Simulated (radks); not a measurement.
Results of a calculation; reference values are marked as such.
Q: Coherent X-ray form factor from a spherical all-electron density. Level of theory: scalar-relativistic Kohn-Sham, PBE, spin-polarised, spherical densities, finite nucleus; Fermi nuclear charge, rms radius of each element as measured or else 0.836 A^(1/3) + 0.57 fm (a radial shooting solver on a logarithmic mesh with Libxc functionals).

sin(theta)/lambda (1/angstrom)  f0 (electrons)
0.05                                    52.853
0.1                                     52.417
0.15                                    51.702
0.2                                     50.728
0.25                                    49.520
0.3                                     48.108
0.4                                     44.808
0.5                                     41.114
0.6                                     37.303
0.8                                     30.196
1                                       24.582
1.25                                    19.871
1.5                                     17.006
2                                       13.495

The species is in the configuration that NIST lists as its ground one. Which atom or ion scatters so?

A: The hafnium ion Hf19+, [Kr] 4d10 4f7. Extrapolating in s^2 from the first two rows gives f0(0) = 53.0, near the electron count 53; among species with that count, the fall with angle is slower the higher Z, and the table is that of Z = 72; from so few rows the species is fixed only to a neighbour or two.
